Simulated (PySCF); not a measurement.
Isomers C$_{2}$H$_{8}$FPSi$_{2}$:

A. `F/C([SiH3])=C/[SiH2]P`
B. `F/C(=C\[SiH3])[SiH2]P`
C. `InChI=1S/C2H8FPSi2/c1-2-5-6(3)4/h2,6H,1,4-5H2/t6-/m1/s1`

Spectrum 1. 1H NMR (500 MHz, computed): δ 5.59 (m, 1H), 4.75 (m, 2H), 4.23 (d, 3H), 1.10 (m, 2H). 13C{1H} NMR (computed): δ 187.0 (C), 121.4 (CH).

Spectrum 2. 1H NMR (500 MHz, computed): δ 6.54 (m, 1H), 6.49 (m, 1H), 6.49 (m, 1H), 6.39 (m, 1H), 4.39 (m, 1H), 4.05 (m, 1H), 1.07 (m, 2H). 13C{1H} NMR (computed): δ 147.0 (CH2), 136.7 (CH).

Spectrum 3. 1H NMR (500 MHz, computed): δ 6.36 (m, 1H), 4.78 (m, 2H), 4.20 (m, 3H), 1.13 (m, 2H). 13C{1H} NMR (computed): δ 185.0 (C), 119.4 (CH).

PySCF 2.14 calculation with coordinates at the GFN2-xTB level and GIAO PBE0/pcSseg-1 shieldings; fast rotation and ring inversion assumed for equivalent nuclei, single conformer, no relativistic terms, in vacuum.

Scale: TMS for 1H (σref 31.72) and 13C (σref 186.93) (reference shieldings calculated alike). Splittings of carbon signals by F and P are missing where no couplings were computed. Where no couplings were computed, multiplicities follow the n + 1 count of equivalent neighbours, and m marks all less simple cases (inequivalent or close neighbours, rings, F or P nearby). Shifts are as computed. Against solution values, carbons near 30 ppm lie about +3 ppm off and those near 130 ppm about +5 ppm. Of 1211 compounds with measured shifts, 218 miss one by over three times the rms of a fit or turn the order of signals round; such compounds aren't used in these exercises.

Match each spectrum to its structure.

## Answers

1–B, 2–C, 3–A.

- Spectrum 1 (B): 2 13C signals; δC 121.4 is an alkene CH; δH 5.59 is the hydrogen on an alkene CH.
- Spectrum 2 (C): 2 13C signals; δC 147.0 is a terminal =CH2 carbon; δC 136.7 is an alkene CH.
- Spectrum 3 (A): 2 13C signals; δC 119.4 is an alkene CH; δH 6.36 is the hydrogen on an alkene CH.
